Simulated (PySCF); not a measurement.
**Assignment exercise: C$_{6}$H$_{5}$FO**

Mapped SMILES: `[OH:1][c:2]1[cH:3][cH:4][cH:5][c:6]([F:7])[cH:8]1` (H(Xn): hydrogen on atom n).

[PySCF 2.14.0 with density-fitted response routines: σ from GIAO-PBE0/pcSseg-1; B3LYP/pcJ-1 coupling constants (spin–dipole term only in couplings to heteroatoms); structure optimised with PBE0-D3(BJ)/def2-SVP; one conformer; no solvent; relativity neglected]

Chemical shifts δ = σref − σ; TMS for $^{13}$C (σ = 184.41 ppm), $^{1}$H (σ = 31.27 ppm), all at this level.

**Question.** Assign these signals to the numbered atoms. $^{13}$C{$^{1}$H} NMR (computed): δ 172.3 (d, J = 314.8 Hz), 163.8 (d, J = 9.3 Hz), 135.6 (d, J = 7.4 Hz), 111.8 (d, J = 19.5 Hz), 111.6, 106.9 (d, J = 23.1 Hz).

**Answer.** 
```tsv
δ (ppm)	atoms	environment	reason
172.3	C6	aromatic carbon bearing fluorine	an ipso carbon deshielded by its heteroatom
163.8	C2	aromatic carbon bearing oxygen	an ipso carbon deshielded by its heteroatom
135.6	C4	aromatic CH	the aromatic region
111.8	C5	aromatic CH	–
111.6	C3	aromatic CH	–
106.9	C8	aromatic CH	–
```

C5 and C3 lie closer than the usual error of such a calculation, so a measured spectrum could show them in the other order.

**Question.** Assign these signals to the numbered atoms. $^{1}$H NMR (400 MHz, computed): δ 7.21 (m, 1H), 6.69 (dt, J = 11.0, 2.3 Hz, 1H), 6.66 (ddd, J = 9.3, 8.4, 2.3 Hz, 1H), 6.26 (dd, J = 8.9, 2.3 Hz, 1H), 3.95 (br s, 1H).

**Answer.** 
7.21 → H(C4), hydrogen on an aromatic CH: the ring current deshields protons in the ring plane
6.69 → H(C8), hydrogen on an aromatic CH
6.66 → H(C5), hydrogen on an aromatic CH
6.26 → H(C3), hydrogen on an aromatic CH
3.95 → H(O1), hydrogen on a phenol-type oxygen: exchangeable; this is the value without hydrogen bonding to other molecules

H(C8) and H(C5) lie closer than the usual error of such a calculation, so a measured spectrum could show them in the other order.

OH/NH shifts are gas-phase values; hydrogen bonding in solution moves them, usually downfield. C–F couplings over four or more bonds (about 3 Hz to the para carbon of a fluoroarene) are left out. Common functionals overestimate the size of one-bond C–F couplings by tens of Hz; these are unscaled. Multiplet labels drop couplings under 1 Hz and merge nearly equal ones. Unscaled 3J(H,H) at this level run about 9 % above measured values. Shifts are as computed. Against solution values, carbons near 30 ppm lie about +2 ppm off and those near 130 ppm about +4 ppm. Of 246 compounds with measured shifts, 49 miss one by over three times the rms of a fit or turn the order of signals round; such compounds aren't used in these exercises.
